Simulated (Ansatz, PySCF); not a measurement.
Input for PySCF:
```python
from pyscf import gto, scf, dft

mol = gto.M(
    atom='''
C     2.392879   -0.228253   -0.041825
C     0.944725   -0.381087   -0.485181
C     0.021799    0.621782    0.242437
C    -1.393101    0.508017   -0.170865
O    -2.159037   -0.412590    0.509260
H     3.028258   -0.941996   -0.561870
H     2.754769    0.774851   -0.257881
H     2.484608   -0.402461    1.027925
H     0.597185   -1.393348   -0.272421
H     0.869673   -0.217469   -1.562470
H     0.084925    0.437105    1.315923
H     0.380654    1.633396    0.035352
H    -1.695348    0.766333   -1.174244
H    -3.030239   -0.478441    0.108215
''',
    basis='sto-3g',
    charge=0,
    spin=1,
    verbose=4,
)

mf = dft.UKS(mol)
mf.xc = 'revpbe'
mf.grids.atom_grid = (99, 590)
mf.grids.prune = None
mf.kernel()
```

Q: Convert this to an input for Ansatz (an electronic-structure program).

A: One answer among several that fit: 
Ansatz 0.2 input:
```yaml
crystal:
  periodic: [false, false, false]
  atoms:
    - {symbol: C, position_ang: [2.39287864, -0.22825278, -0.04182520]}
    - {symbol: C, position_ang: [0.94472545, -0.38108691, -0.48518080]}
    - {symbol: C, position_ang: [0.02179908, 0.62178197, 0.24243653]}
    - {symbol: C, position_ang: [-1.39310057, 0.50801669, -0.17086519]}
    - {symbol: O, position_ang: [-2.15903748, -0.41259035, 0.50925971]}
    - {symbol: H, position_ang: [3.02825774, -0.94199644, -0.56186957]}
    - {symbol: H, position_ang: [2.75476879, 0.77485085, -0.25788138]}
    - {symbol: H, position_ang: [2.48460822, -0.40246123, 1.02792542]}
    - {symbol: H, position_ang: [0.59718513, -1.39334774, -0.27242075]}
    - {symbol: H, position_ang: [0.86967313, -0.21746926, -1.56246987]}
    - {symbol: H, position_ang: [0.08492459, 0.43710470, 1.31592344]}
    - {symbol: H, position_ang: [0.38065397, 1.63339610, 0.03535177]}
    - {symbol: H, position_ang: [-1.69534850, 0.76633321, -1.17424414]}
    - {symbol: H, position_ang: [-3.03023866, -0.47844112, 0.10821545]}
basis:
  gaussian:
    orbitals: STO-3G
hamiltonian:
  xc: revpbe
magnetization: {spin_polarized: true, initial_magnetization: 1}
accuracy: high
```

Both were run: PySCF gave -230.003063 Eh and Ansatz -230.003063 Eh, 0.000 mEh apart.
